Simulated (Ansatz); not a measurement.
Reaction (redistribution): `NC([SiH3])[SiH2]O` + `CO[SiH](O)Cl` → `O[SiH2][SiH](O)Cl` + `COC(N)[SiH3]`

Gas-phase electronic energies from Ansatz, PBE0-D4/def2-TZVP geometries. CCSD(T)/CBS adds triple-zeta CCSD(T) − MP2 to the extrapolated MP2 energy (def2 sets, frozen cores). DFT in def2-TZVPP. One conformer a species, not always the lowest.

```tsv
level	ΔE (kJ/mol)
PBE-D4	161.8
ωB97M-V	191.8
HF/def2-QZVPP	199.7
MP2/CBS(def2)	204.0
```

Problem. What does CCSD(T)/CBS give? (An estimate is asked.)

Solution. The calculation gave: +191.8 kJ/mol. The listed levels differ from it by -30.0, 0.0, 7.9, 12.2 kJ/mol.

Largest T1 diagnostic among the species: 0.012.

From PBE to PBE0 (25 % exact exchange), in def2-TZVPP and without D4, ΔE moves by +12.0 kJ/mol. The D4 term adds +3.3 kJ/mol with B3LYP and +1.6 kJ/mol with PBE0; it sums over pairs of atoms, weighted by their polarisabilities, and B3LYP, whose exchange is more repulsive, gets the larger term.

B3LYP here is the variant with VWN-RPA as its local correlation; programs differ in this.
